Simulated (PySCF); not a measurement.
# How methods differ on the ionisation energy of Ga⁺

Ga⁺ [Ar] 3d10 4s2 (1S) → Ga²⁺ [Ar] 3d10 4s1 (2S), as a difference of total energies. Calculation: PySCF 2.14, in def2-QZVPPD (12s7p5d4f1g, 95 functions); the non-relativistic Hamiltonian (point nucleus). Correlated levels: valence: [Ar] 3d10 frozen. The calculations carry no spin-orbit coupling.

```json
{"method": "UHF", "ionisation energy (eV)": "18.450"}
{"method": "MP2 (valence)", "ionisation energy (eV)": "19.203"}
{"method": "SCS-MP2 (valence)", "ionisation energy (eV)": "19.354"}
{"method": "CCSD (valence)", "ionisation energy (eV)": "19.484"}
```

**Question.** How much does correlation contribute at MP2 (valence)?

**Answer.** 19.203 − (18.450) = 0.753 eV, measured against UHF.

These non-relativistic numbers lack the scalar-relativistic shift.

Errors of the correlated levels include the incompleteness of this basis and the frozen core.

With two correlated electrons CCSD is exact in that space.

For comparison: 20.515 eV (measured; NIST Atomic Spectra Database, ionization energies).
